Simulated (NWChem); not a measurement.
System: GeHSF3; SMILES [F][Ge]([F])([F])[SH]

Here is an NWChem input.

```
start job
memory heap 200 mb stack 900 mb global 1100 mb
geometry units angstroms noautosym nocenter noautoz
  F      0.653364     0.949246    -1.433353
  Ge     0.003184     0.269148    -0.000952
  F      0.978312     0.906712     1.256141
  F     -1.568067     0.918342     0.185949
  S     -0.087381    -1.900730    -0.005374
  H      1.262734    -1.992851    -0.022945
end
basis spherical
  * library def2-tzvp
end
dft
  xc hfexch
  iterations 150
  semidirect filesize 400000000
end
property
  efieldgrad
end
task dft property
```

Structure relaxed at the PBE0/def2-SVP level.

Vzz is the largest principal value of the second derivative of the potential at the nucleus (NWChem prints the opposite sign); η is the asymmetry. Non-relativistic.

Atoms are numbered as in the input.

Q: What results follow from this input? (Hartree-Fock/def2-TZVP.) Quantities: Vzz Ge2 (a.u.); η Ge2; Vzz S5 (a.u.); η S5.

A: 
```yaml
Vzz Ge2 (a.u.): -0.831
"η Ge2": 0.02
Vzz S5 (a.u.): -2.549
"η S5": 0.57
```
